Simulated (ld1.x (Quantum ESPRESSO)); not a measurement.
**Pseudopotential generation for Er (Z = 68): ultrasoft, PBEsol, fully relativistic.**

```
Element                 : Er
Generator               : ld1.x (Quantum ESPRESSO) 7.5
Type                    : ultrasoft
Functional              : PBEsol
Relativity              : fully relativistic
Frozen core             : [Kr] 4d10
Valence charge          : 22
Reference configuration : 4f11.5 5s2 5p6 5d0.5 6s2 6p0
Partial waves           : 5s (bound): rcut 1.60, rcutus 1.90 bohr; 6s (bound): rcut 1.60, rcutus 1.90 bohr; 5p (bound): rcut 2.25, rcutus 2.35 bohr; 6p (bound, empty): rcut 2.25, rcutus 2.35 bohr; 5d (bound): rcut 3.10, rcutus 3.55 bohr; 5d channel at 0.6 Ry: rcut 3.10, rcutus 3.55 bohr; 4f (bound): rcut 0.95, rcutus 1.15 bohr; 4f channel at 2.85 Ry: rcut 0.95, rcutus 1.15 bohr
Local potential         : all-electron potential smoothed inside 2.15 bohr (lloc = -2)
Core correction         : Bessel-smoothed model core inside 1.20 bohr
Augmentation charge     : built from norm-conserving waves at rcut, not smoothed further
```

Open shells are filled in proportion to 2j + 1 (rel_dist='average').

Poles of the logarithmic derivatives, all-electron (AE) and pseudo (PS). s: poles at -4.0, 0.5, 4.5 (AE) and -4.0, -2.8, 0.9 (PS) Ry. p1/2: poles at -2.3, 1.1 (AE) and -2.5, 1.0, 2.4 (PS) Ry. p3/2: poles at -1.9, 1.3 (AE) and -2.0, -0.8, 2.2 (PS) Ry. d3/2: poles at 0.1, 2.8 (AE) and 0.1, 0.3 (PS) Ry. d5/2: poles at 0.2, 2.9 (AE) and 0.1, 0.2 (PS) Ry. f5/2: poles at -0.5, 2.0 (AE) and -0.6, 2.1, 4.6 (PS) Ry. f7/2: poles at -0.4, 2.0 (AE) and -0.5, 2.1, 4.4 (PS) Ry. Test radius 3.85 bohr.

* Configuration tests: test run stopped at test 1 of 7 (negative rho)
* Lowest eigenvalue of the overlap operator: 0.07 (p1/2 channel)

A Bessel basis up to 400 Ry misses an occupied level by 1.38 Ry, so cutoffs and ghosts were not judged. The potential misses its own reference levels by up to 1.6 eV, so it is not fit for use.
